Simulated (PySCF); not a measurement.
Species: WO(OMe)3, C₃H₉O₄W (doublet state).
Geometry (PBE0-D3(BJ)/def2-SVP, Å), atoms numbered from 1 in this order:
```
atom  x, y, z in Å
W1    -0.1854   -0.0372    1.0223
O2     0.4257   -0.1574    2.6076
O3     1.3017    0.0130   -0.1829
C4     2.3098   -0.9532   -0.2867
H5     3.0724   -0.8125    0.4993
H6     2.8022   -0.8570   -1.2687
H7     1.9168   -1.9843   -0.2019
O8    -0.4977    1.7669    0.5146
C9     0.1985    2.7103   -0.2537
H10    0.5822    3.5137    0.3978
H11   -0.4886    3.1619   -0.9884
H12    1.0446    2.2462   -0.7871
O13   -1.6133   -1.1923    0.6595
C14   -2.5330   -1.7386   -0.2360
H15   -3.2944   -2.3086    0.3196
H16   -2.0304   -2.4230   -0.9399
H17   -3.0398   -0.9483   -0.8152
```

Theory: PBE0-D3(BJ)/def2-SVP geometry optimisation, gas phase, def2 core potentials past Kr in PySCF.

Task: Which atoms are bound to W1, and at what distances?

Result: 4 atoms: O2 1.703 Å, O13 1.872 Å, O8 1.900 Å, O3 1.915 Å. The nearest atom not counted as bound is C4, at 2.96 Å.

Task: List the angles at W1.

Result: 
```csv
angle,degrees,distance of the outer atoms (Å)
O3–W1–O13,119.1,3.26
O2–W1–O13,114.2,3.00
O8–W1–O13,114.1,3.17
O2–W1–O8,112.0,2.99
O2–W1–O3,108.0,2.93
O3–W1–O8,86.3,2.61
```

Task: Describe the arrangement about W1 in numbers.

Result: Angles from 86.3° to 119.1°; τ4 = (360° − α − β)/141° = 0.90 with α and β the two widest (0 for a square, 1 for a tetrahedron). The W–O distances aren't all alike: 1.703 to 1.915 Å.

Task: What are the other bond lengths?

Result: O3–C4, O8–C9, O13–C14 1.399 Å; C4–H5 and 8 like bonds 1.103 Å.

Task: Give some angles away from the centre.

Result: W1–O3–C4 126.0°, W1–O8–C9 134.7°, W1–O13–C14 150.3°.

Task: What are the rotational constants (commonest isotopes, rigid rotor)?

Result: A = 1512, B = 1110, C = 971.2 MHz: an asymmetric top.

Point group: C1 (no symmetry element, even within 0.4 Å). Charge 0, doublet. ⟨S²⟩ = 0.754 (exact for a doublet: 0.75). PBE0-D3(BJ)/def2-SVP frequencies: not computed here.
